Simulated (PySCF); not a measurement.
CH3F3O2W, SMILES [F][W]([O]C)([F])(=[O])[F], multiplicity 1.

The structure is a stationary point at PBE-D3(BJ)/def2-SVP. The spin state was assumed, not searched. The def2 effective core potentials stand for the cores of W; spin–orbit coupling is left out. The values are those of a single conformer.

Level of theory: PBE-D3(BJ)/def2-SVP in PySCF 2.14.0.

Frequencies are harmonic and unscaled.

| mode | ν (cm⁻¹) | IR (km/mol) | moving atoms (share of kinetic energy) |
|---|---|---|---|
| 1 | 36 | 1.0 | C 35 %, F 32 %, H 21 %, O 8 % |
| 2 | 73 | 2.7 | F 50 %, C 27 %, H 18 % |
| 3 | 108 | 3.2 | F 48 %, H 24 %, O 15 %, C 11 % |
| 4 | 113 | 0.4 | H 78 %, F 17 % |
| 5 | 245 | 16.8 | F 83 %, W 12 % |
| 6 | 257 | 7.4 | O 47 %, F 44 % |
| 7 | 270 | 9.0 | O 55 %, F 31 %, W 12 % |
| 8 | 287 | 13.9 | F 65 %, O 19 %, W 10 % |
| 9 | 291 | 6.5 | O 78 %, F 10 % |
| 10 | 365 | 4.5 | O 48 %, F 40 % |
| 11 | 557 | 44.4 | O 45 %, C 27 %, F 11 %, H 9 % |
| 12 | 640 | 46.8 | F 86 % |
| 13 | 671 | 153.4 | F 84 %, W 16 % |
| 14 | 687 | 113.0 | F 92 % |
| 15 | 1017 | 118.8 | O 91 %, W 9 % |
| 16 | 1111 | 11.3 | H 68 %, C 21 %, O 10 % |
| 17 | 1123 | 33.1 | H 65 %, C 22 %, O 13 % |
| 18 | 1161 | 229.5 | O 48 %, C 33 %, H 19 % |
| 19 | 1393 | 9.4 | H 92 % |
| 20 | 1407 | 7.4 | H 96 % |
| 21 | 1417 | 4.6 | H 94 % |
| 22 | 2942 | 29.6 | H 98 % |
| 23 | 3034 | 9.4 | H 90 %, C 10 % |
| 24 | 3061 | 11.1 | H 90 %, C 10 % |
